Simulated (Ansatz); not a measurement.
The cluster Be₃Te₂⁺. The state is a doublet with charge 1. Geometry PBE-D4/def2-SVP; atoms count from 1.

```xyz
5

Be   -0.116    1.131    0.705
Be   -1.057   -0.806   -0.150
Be    1.173   -0.325   -0.555
Te    0.501   -0.958    1.619
Te   -0.501    0.958   -1.619
```

In the def2 sets Te takes a core potential; there is no spin–orbit coupling. The structure comes from a short search, and lower isomers may exist.

(1) Estimate the Mulliken populations from the PBE0/def2-TZVP orbitals of Ansatz.

(2) Where does the spin sit?

(3) And the Mayer bond orders between heavy atoms (over 0.3)?

Results:

(1) 
| atom | charge (e) | spin (α − β) |
| --- | --- | --- |
| Be1 | 0.13 | 0.40 |
| Be2 | 0.13 | 0.40 |
| Be3 | 0.13 | 0.40 |
| Te4 | 0.30 | -0.09 |
| Te5 | 0.30 | -0.09 |
Mulliken values depend strongly on the basis.

(2) Summed by element: Be 1.19, Te -0.19, of 1 unpaired in all. Largest on single atoms: Be2 0.40, Be3 0.40, Be1 0.40.

(3) Be1–Be2 0.41 (2.32 Å); Be1–Be3 0.41 (2.32 Å); Be1–Te4 0.89 (2.36 Å); Be1–Te5 0.89 (2.36 Å); Be2–Be3 0.41 (2.32 Å); Be2–Te4 0.89 (2.36 Å); Be2–Te5 0.89 (2.36 Å); Be3–Te4 0.89 (2.36 Å); Be3–Te5 0.89 (2.36 Å).
